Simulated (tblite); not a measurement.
A geometry optimisation, step by step.

C₄H₁₂Si₂.
SMILES with atom numbers: `[CH3:1][CH2:2]/[CH:3]=[CH:4]/[SiH2:5][SiH3:6]` (hydrogens: H7, H8, H9 on C1; H10, H11 on C2; H12 on C3; H13 on C4; H14, H15 on Si5; H16, H17, H18 on Si6)

Computed with GFN2-xTB (tblite), gas phase: L-BFGS steps from a force-field or distance-geometry start until the largest atomic force falls under 0.01 eV/Å. 5 of its 44 geometries are shown.

Step 0: E = -492.2352 eV, largest atomic force 1.232 eV/Å
```
atom  x, y, z in Å  |  force x, y, z in eV/Å
C1     -2.801    0.998    0.341   -0.493   0.725   0.145
C2     -2.255   -0.404    0.225    0.492  -0.558   0.628
C3     -0.847   -0.493    0.793   -0.199  -0.228  -0.942
C4      0.217   -0.817    0.050   -0.790   0.129   0.937
Si5     1.945   -0.955    0.684    0.909   0.070   0.361
Si6     3.266    0.688   -0.270    0.184   0.144   0.051
H7     -2.199    1.716   -0.229   -0.068  -0.225   0.140
H8     -2.836    1.341    1.389    0.072  -0.193  -0.398
H9     -3.823    1.032   -0.055    0.212   0.043   0.106
H10    -2.896   -1.101    0.798    0.153   0.248  -0.143
H11    -2.277   -0.729   -0.816    0.147   0.023  -0.023
H12    -0.758   -0.271    1.854    0.049  -0.025  -0.275
H13     0.107   -1.055   -0.987   -0.351   0.002  -0.443
H14     1.955   -0.832    2.158   -0.061  -0.114  -0.148
H15     2.472   -2.290    0.331   -0.110   0.046   0.093
H16     4.676    0.566    0.215   -0.449   0.122  -0.252
H17     2.779    2.049    0.096    0.220  -0.355  -0.199
H18     3.266    0.565   -1.752    0.083   0.145   0.360
```

Step 11: E = -492.3340 eV, largest atomic force 0.059 eV/Å
```
atom  x, y, z in Å  |  force x, y, z in eV/Å
C1     -2.812    1.006    0.344   -0.002   0.023   0.003
C2     -2.253   -0.411    0.231   -0.007  -0.006   0.015
C3     -0.861   -0.504    0.772    0.018  -0.002  -0.020
C4      0.205   -0.842    0.059    0.029   0.009   0.009
Si5     1.967   -0.955    0.706    0.003   0.032  -0.050
Si6     3.272    0.689   -0.261    0.000   0.007  -0.013
H7     -2.195    1.700   -0.223    0.011   0.021  -0.003
H8     -2.831    1.330    1.382    0.020  -0.002   0.013
H9     -3.826    1.047   -0.046   -0.004  -0.005  -0.009
H10    -2.896   -1.088    0.800   -0.029  -0.031  -0.015
H11    -2.261   -0.727   -0.815   -0.022   0.001   0.014
H12    -0.757   -0.271    1.824   -0.010  -0.005  -0.013
H13     0.056   -1.054   -0.996    0.015  -0.026   0.045
H14     1.944   -0.869    2.173   -0.033  -0.017  -0.014
H15     2.458   -2.301    0.366   -0.008  -0.014   0.025
H16     4.669    0.604    0.173    0.008   0.013  -0.002
H17     2.816    2.045    0.059    0.008   0.002   0.002
H18     3.295    0.607   -1.725    0.002   0.001   0.011
```

Step 22: E = -492.3358 eV, largest atomic force 0.030 eV/Å
```
atom  x, y, z in Å  |  force x, y, z in eV/Å
C1     -2.808    1.007    0.348    0.004   0.006   0.000
C2     -2.256   -0.414    0.230   -0.001  -0.001   0.005
C3     -0.863   -0.509    0.768   -0.002   0.011  -0.005
C4      0.206   -0.847    0.059    0.000   0.000  -0.005
Si5     1.969   -0.950    0.700    0.000  -0.018   0.024
Si6     3.279    0.695   -0.263   -0.009  -0.014   0.016
H7     -2.190    1.700   -0.218    0.008   0.009  -0.004
H8     -2.822    1.329    1.387    0.010  -0.010   0.007
H9     -3.823    1.052   -0.040   -0.001   0.002   0.001
H10    -2.903   -1.091    0.796   -0.003  -0.012  -0.005
H11    -2.270   -0.726   -0.817   -0.004  -0.001   0.007
H12    -0.761   -0.267    1.819    0.005  -0.003  -0.008
H13     0.059   -1.073   -0.992   -0.008  -0.013  -0.009
H14     1.923   -0.874    2.168    0.000   0.014  -0.018
H15     2.453   -2.305    0.380    0.002   0.023   0.001
H16     4.677    0.617    0.170   -0.001   0.000  -0.001
H17     2.822    2.051    0.059   -0.001   0.003   0.000
H18     3.300    0.611   -1.727    0.002   0.002  -0.004
```

Step 32: E = -492.3367 eV, largest atomic force 0.026 eV/Å
```
atom  x, y, z in Å  |  force x, y, z in eV/Å
C1     -2.800    1.008    0.354    0.004  -0.002  -0.002
C2     -2.260   -0.417    0.225   -0.009   0.012  -0.001
C3     -0.865   -0.514    0.757    0.000   0.004  -0.004
C4      0.202   -0.860    0.050    0.000  -0.007  -0.001
Si5     1.962   -0.946    0.699    0.013  -0.017   0.015
Si6     3.277    0.696   -0.259   -0.002   0.003   0.004
H7     -2.179    1.699   -0.211    0.000  -0.003   0.001
H8     -2.803    1.322    1.396   -0.004  -0.004  -0.005
H9     -3.817    1.065   -0.028    0.005  -0.002   0.009
H10    -2.906   -1.095    0.792    0.000   0.002  -0.003
H11    -2.281   -0.726   -0.823    0.003   0.004   0.010
H12    -0.757   -0.259    1.805   -0.001   0.000  -0.004
H13     0.053   -1.104   -0.997   -0.002  -0.001  -0.010
H14     1.903   -0.852    2.166    0.005  -0.002  -0.019
H15     2.462   -2.296    0.387    0.000   0.009   0.015
H16     4.676    0.621    0.171   -0.002  -0.009   0.007
H17     2.823    2.052    0.062   -0.007   0.012   0.001
H18     3.301    0.613   -1.723   -0.002   0.002  -0.013
```

Step 43: E = -492.3371 eV, largest atomic force 0.008 eV/Å
```
atom  x, y, z in Å  |  force x, y, z in eV/Å
C1     -2.797    1.009    0.358    0.002  -0.003  -0.002
C2     -2.260   -0.416    0.222    0.001   0.002   0.000
C3     -0.864   -0.516    0.750    0.001   0.001  -0.002
C4      0.201   -0.870    0.043    0.001  -0.004   0.003
Si5     1.961   -0.947    0.697    0.000  -0.003   0.002
Si6     3.271    0.699   -0.260    0.000  -0.001  -0.002
H7     -2.175    1.700   -0.207   -0.005   0.004   0.004
H8     -2.795    1.319    1.401    0.000   0.001  -0.008
H9     -3.815    1.070   -0.019    0.003   0.001   0.003
H10    -2.906   -1.093    0.790    0.002  -0.002  -0.004
H11    -2.284   -0.722   -0.826   -0.001   0.002   0.004
H12    -0.753   -0.256    1.796    0.004  -0.002  -0.003
H13     0.052   -1.120   -1.003   -0.001   0.001   0.005
H14     1.898   -0.843    2.163   -0.002   0.001   0.004
H15     2.471   -2.297    0.404   -0.001  -0.002  -0.002
H16     4.667    0.615    0.178    0.003   0.001   0.000
H17     2.820    2.056    0.062   -0.005   0.000   0.001
H18     3.299    0.619   -1.724   -0.001   0.002  -0.003
```

Task: Summarise the path.

Result: The energy falls by 0.1019 eV from step 0 to step 43; nine tenths of that is first reached at step 6. It falls at every step. The largest force goes from 1.232 to 0.008 eV/Å. Among the bonds C4–Si5 changes most, from 1.845 to 1.879 Å; the atoms move by 0.050 Å rms after alignment.

Task: Follow the three bonds and two angles with the largest change from start to end.

Result: 
| step | E above end (eV) | largest force (eV/Å) | C4–Si5 (Å) | Si6–H16 (Å) | Si6–H17 (Å) | C3–C4–H13 (°) | Si5–C4–H13 (°) |
| --- | --- | --- | --- | --- | --- | --- | --- |
| 0 | 0.1019 | 1.232 | 1.845 | 1.496 | 1.492 | 120.7 | 114.4 |
| 2 | 0.0318 | 0.431 | 1.872 | 1.475 | 1.476 | 119.5 | 114.2 |
| 4 | 0.0150 | 0.132 | 1.879 | 1.461 | 1.463 | 118.2 | 115.1 |
| 6 | 0.0100 | 0.115 | 1.874 | 1.462 | 1.463 | 117.3 | 116.2 |
| 7 | 0.0081 | 0.127 | 1.873 | 1.464 | 1.464 | 117.0 | 116.5 |
| 9 | 0.0045 | 0.090 | 1.876 | 1.467 | 1.467 | 117.1 | 117.0 |
| 11 | 0.0031 | 0.059 | 1.880 | 1.465 | 1.466 | 117.4 | 116.8 |
| 13 | 0.0024 | 0.053 | 1.879 | 1.465 | 1.465 | 117.5 | 116.6 |
| 15 | 0.0019 | 0.030 | 1.878 | 1.465 | 1.466 | 117.4 | 116.6 |
| 17 | 0.0016 | 0.025 | 1.879 | 1.466 | 1.467 | 117.4 | 116.6 |
| 19 | 0.0015 | 0.028 | 1.879 | 1.466 | 1.467 | 117.4 | 116.5 |
| 21 | 0.0014 | 0.020 | 1.879 | 1.466 | 1.466 | 117.5 | 116.5 |
| 22 | 0.0013 | 0.030 | 1.879 | 1.466 | 1.466 | 117.5 | 116.5 |
| 24 | 0.0010 | 0.024 | 1.879 | 1.466 | 1.467 | 117.5 | 116.5 |
| 26 | 0.0008 | 0.026 | 1.879 | 1.466 | 1.467 | 117.6 | 116.6 |
| 28 | 0.0006 | 0.038 | 1.879 | 1.466 | 1.467 | 117.6 | 116.7 |
| 30 | 0.0005 | 0.017 | 1.879 | 1.466 | 1.466 | 117.6 | 116.8 |
| 32 | 0.0004 | 0.026 | 1.878 | 1.466 | 1.466 | 117.6 | 116.9 |
| 34 | 0.0002 | 0.016 | 1.879 | 1.466 | 1.466 | 117.6 | 117.0 |
| 36 | 0.0001 | 0.012 | 1.879 | 1.466 | 1.467 | 117.6 | 117.1 |
| 37 | 0.0001 | 0.012 | 1.879 | 1.466 | 1.467 | 117.6 | 117.1 |
| 39 | 0.0001 | 0.010 | 1.879 | 1.466 | 1.467 | 117.6 | 117.1 |
| 41 | 0.0000 | 0.016 | 1.879 | 1.466 | 1.466 | 117.7 | 117.1 |
| 43 | 0.0000 | 0.008 | 1.879 | 1.466 | 1.466 | 117.7 | 117.1 |

The cost below is that of the whole relaxation. On an Arm Neoverse N1 with one thread (shared host), this took 0.51 s.
